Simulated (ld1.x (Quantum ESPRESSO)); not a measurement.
# Transferability test, ultrasoft potential for P (Z = 15)

| Quantity | Value |
| --- | --- |
| Element | phosphorus (P) |
| Generator | ld1.x (Quantum ESPRESSO) 7.5 |
| Type | ultrasoft |
| Functional | PBE |
| Relativity | non-relativistic |
| Frozen core | [Ne] |
| Valence charge | 5 |
| Reference configuration | 3s2 3p2 (charge +1) |
| Partial waves | 3s (bound): rcut 1.15, rcutus 1.45 bohr; 3s channel at -0.85 Ry: rcut 1.15, rcutus 1.45 bohr; 3p (bound): rcut 1.20, rcutus 1.45 bohr; 3p channel at -0.45 Ry: rcut 1.20, rcutus 1.45 bohr; 3d channel at 0.45 Ry: rcut 1.25, rcutus 1.50 bohr; 3d channel at 0.9 Ry: rcut 1.25, rcutus 1.50 bohr |
| Local potential | all-electron potential smoothed inside 1.40 bohr (lloc = -1) |
| Core correction | a·sin(br)/r model core inside 1.20 bohr |
| Augmentation charge | PSQ, inside the norm-conserving radii |

Energies are relative to the spin-unpolarised reference configuration 3s2 3p2; without spin polarisation the order of configurations can differ from experiment.

| valence configuration | charge | ΔE all-electron (eV) | error AE − PS (meV) |
| --- | --- | --- | --- |
| 3s2 3p3 | 0 | -9.742 | +0.2 |
| 3s2 3p0 | +3 | 48.909 | +3.0 |
| 3s1 3p3 | +1 | 9.025 | -0.1 |
| 3s0 3p5 | 0 | 7.281 | +4.8 |
| 3s2 3p2.5 | +0.5 | -5.961 | 0.0 |
| 3s1 3p4 | 0 | -1.294 | +2.3 |

Problem. What are ΔE and the potential's error for 3s2 3p1?

Solution. ΔE = 19.159 eV all-electron; the error (AE − PS) is +0.3 meV.

Levels in the configuration 3s1 3p3:

```csv
level,all-electron (eV),pseudo (eV)
3s,-23.884,-23.887
3p,-14.813,-14.817
```
